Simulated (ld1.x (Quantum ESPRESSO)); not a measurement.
**Before and after: TM semilocal potential for Al (Z = 13)**

- Element: Al
- Generator: ld1.x (Quantum ESPRESSO) 7.5
- Type: norm-conserving Troullier–Martins (semilocal form)
- Functional: Wu–Cohen
- Relativity: scalar-relativistic
- Frozen core: [Ne]
- Valence charge: 3
- Reference configuration: 3s1.5 3p1.5
- Partial waves: 3p (bound): rc 2.75 bohr; 3d channel at -0.15 Ry: rc 3.00 bohr; 3s (bound): rc 2.00 bohr
- Local potential: the s channel
- Core correction: Bessel-smoothed model core inside 1.25 bohr

All-electron outer shells of the reference configuration (Wu–Cohen, scalar-relativistic, ld1.x):

| shell | level (eV) | outermost node (bohr) | outermost maximum (bohr) |
| --- | --- | --- | --- |
| 2s | -108.87 | 0.16 | 0.50 |
| 2p | -70.58 | – | 0.43 |
| 3s | -8.14 | 0.80 | 2.06 |
| 3p | -3.01 | 0.82 | 2.61 |

Change: core correction Bessel-smoothed model core inside 1.90 bohr.

Cutoffs: the cutoffs (Ry, on a coarse ladder) from which the occupation-weighted sum of valence levels, in a spherical-Bessel basis at the reference potential, stays within 10 and 1 mRy of its value at 400 Ry; they do not see the model core or the augmentation charge, which bear on the density cutoff. Errors are all-electron minus pseudo energies relative to the spin-unpolarised reference configuration.

Q: What does the change do?

A: The potential gets neither clearly harder nor softer (10 Ry and 25 Ry → 10 Ry and 25 Ry); of the 7 tests that both files solve, the error grows in 3 and shrinks in 2 by more than 15 % and 0.3 meV (median size 1.1 → 1.1 meV); neither file shows a bound ghost. A semilocal file is local in each channel, so a ghost entry of none says nothing of the separable form that plane-wave codes build from it. A wider model core is smoother and lowers the density cutoff, which this test does not measure.

| quantity | base | changed |
| --- | --- | --- |
| cutoff, loose | 10 Ry | 10 Ry |
| cutoff, tight | 25 Ry | 25 Ry |
| bound ghosts | none | none |
| error for 3s2 3p1, meV [ΔE -2.54 eV] | -0.5 | -1.1 |
| error for 3s2 3p0, meV [ΔE 3.20 eV] | -0.7 | -0.7 |
| error for 3s1 3p0, meV [ΔE 22.39 eV] | +10 | -8.3 |
| error for 3s2 3p0.5, meV [ΔE -0.47 eV] | -1.1 | -1.3 |
| error for 3s0 3p3, meV [ΔE 7.87 eV] | -7.1 | -13 |
| error for 3s1 3p1, meV [ΔE 9.00 eV] | +1.9 | -1.1 |
| error for 3s2 3p1.3, meV [ΔE -3.11 eV] | -0.1 | -0.7 |
| s: phases at 3.25 bohr within 0.05 rad from the reference energy up to (Ry; the scan ends near 5) | 1.3 | 1.3 |
| p: phases at 3.25 bohr within 0.05 rad from the reference energy up to (Ry; the scan ends near 5) | 1.8 | 1.8 |
| d: phases at 3.25 bohr within 0.05 rad from the reference energy up to (Ry; the scan ends near 5) | 2.1 | 2.1 |
